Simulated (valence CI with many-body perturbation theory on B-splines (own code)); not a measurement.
# Forbidden lines of I⁴⁷⁺

Calculated by valence CI with perturbative core correlation (CI+MBPT): four valence electrons over a frozen Dirac-Fock core [He], radial functions for each j: 11 s, 11 p, 10 d, 8 f, 5 g, 2 h, with the one-electron correlation potential Σ1 (screened to all orders), the two-electron term Σ2, the three-electron term Σ3, Breit, model QED; selected single and double excitations, second order for the rest, scaled by the run's own slope (own B-spline code, finite nucleus).

The last digits are not significant, and no measured levels were compared; by estimate large intervals hold to a few tenths of a per cent, small ones and those within an open d or f shell to about a per cent. Among the levels kept, up to 870 cm⁻¹ of a level comes from second order outside the variational space, and about a tenth of that is noise between levels of different J, which matters for small intervals.

Lines 51 to 71 of 71 in falling wavelength, among levels below 48957 × 10³ cm⁻¹, chosen from the decays that carry over 1 % of a level's rate. Wavelengths and rates use the calculated energies. Electric multipoles are in the length gauge, E1 and E2 with the static RPA response of the core. S is in atomic units (e²a₀⁴ for E2 and M2, e²a₀⁶ for E3), for M1 in squared Bohr magnetons. Weak lines are less certain than strong ones. Lines between different terms over intervals too small for the method are left out, as are lines whose strength nearly cancels. The highest levels of a list are the least certain.

Levels are named by their leading jj configuration (3d3/2^4 stands for four electrons in 3d with j = 3/2), which in mixed levels can hold well under half, so a name can repeat and another be missing. Letters in brackets count levels of one name in rising energy.

| λ vac (Å) | Upper | Lower | Type | A (s⁻¹) | S (a.u.) |
| --- | --- | --- | --- | --- | --- |
| 2.389 | (2p1/2^2 2p3/2 3d3/2) J=2 | (2s 2p1/2^2 2p3/2) J=1 | E2 | 4.19e+11 | 1.46e-04 |
| 2.388 | (2s 2p1/2 2p3/2 3d3/2) J=4 | (2s^2 2p1/2 2p3/2) J=2 | E2 | 3.76e+11 | 2.35e-04 |
| 2.387 | (2p1/2^2 2p3/2 3d3/2) J=3 | (2s 2p1/2^2 2p3/2) J=1 | E2 | 3.52e+11 | 1.70e-04 |
| 2.385 | (2p1/2 2p3/2^2 3d5/2) J=3 | (2s 2p1/2 2p3/2^2) J=1 [a] | E2 | 3.87e+11 | 1.87e-04 |
| 2.378 | (2s 2p3/2^2 3d5/2) J=4 [a] | (2s^2 2p3/2^2) J=2 | E2 | 8.22e+11 | 5.02e-04 |
| 2.364 | (2p1/2 2p3/2^2 3d3/2) J=4 | (2s 2p1/2 2p3/2^2) J=3 | E2 | 3.82e+11 | 2.26e-04 |
| 2.362 | (2p1/2^2 2p3/2 3d3/2) J=2 | (2s 2p1/2^2 2p3/2) J=2 | E2 | 5.76e+11 | 1.89e-04 |
| 2.362 | (2p1/2 2p3/2^2 3d5/2) J=4 | (2s 2p1/2 2p3/2^2) J=3 | E2 | 2.61e+10 | 1.54e-05 |
| 2.360 | (2p1/2^2 2p3/2 3d3/2) J=3 | (2s 2p1/2^2 2p3/2) J=2 | E2 | 6.43e+11 | 2.94e-04 |
| 2.358 | (2p1/2^2 2p3/2 3d3/2) J=0 | (2s 2p1/2^2 2p3/2) J=2 | E2 | 9.85e+11 | 6.41e-05 |
| 2.357 | (2p1/2 2p3/2^2 3d3/2) J=1 [a] | (2s 2p1/2 2p3/2^2) J=2 [a] | E2 | 7.77e+11 | 1.51e-04 |
| 2.357 | (2p1/2 2p3/2^2 3d3/2) J=2 [a] | (2s 2p1/2 2p3/2^2) J=2 [a] | E2 | 7.66e+11 | 2.49e-04 |
| 2.356 | (2p1/2 2p3/2^2 3d3/2) J=0 | (2s 2p1/2 2p3/2^2) J=2 [a] | E2 | 8.07e+11 | 5.23e-05 |
| 2.356 | (2s 2p3/2^2 3d5/2) J=2 [b] | (2s^2 2p3/2^2) J=0 | E2 | 1.27e+12 | 4.11e-04 |
| 2.350 | (2p1/2^2 2p3/2 3d5/2) J=4 | (2s 2p1/2^2 2p3/2) J=2 | E2 | 9.89e+11 | 5.69e-04 |
| 2.349 | (2p1/2 2p3/2^2 3d3/2) J=4 | (2s 2p1/2 2p3/2^2) J=2 [a] | E2 | 2.17e+11 | 1.25e-04 |
| 2.347 | (2p1/2 2p3/2^2 3d5/2) J=4 | (2s 2p1/2 2p3/2^2) J=2 [a] | E2 | 7.82e+11 | 4.48e-04 |
| 2.346 | (2p1/2 2p3/2^2 3d5/2) J=3 | (2s 2p1/2 2p3/2^2) J=2 [a] | E2 | 4.62e+11 | 2.05e-04 |
| 2.346 | (2s 2p3/2^2 3p3/2) J=4 | (2s 2p1/2^2 2p3/2) J=2 | E2 | 1.28e+10 | 7.33e-06 |
| 2.344 | (2s 2p3/2^2 3d5/2) J=4 [b] | (2s^2 2p3/2^2) J=2 | E2 | 1.02e+12 | 5.78e-04 |
| 2.343 | (2s 2p3/2^2 3d5/2) J=3 [b] | (2s^2 2p3/2^2) J=2 | E2 | 3.32e+11 | 1.46e-04 |
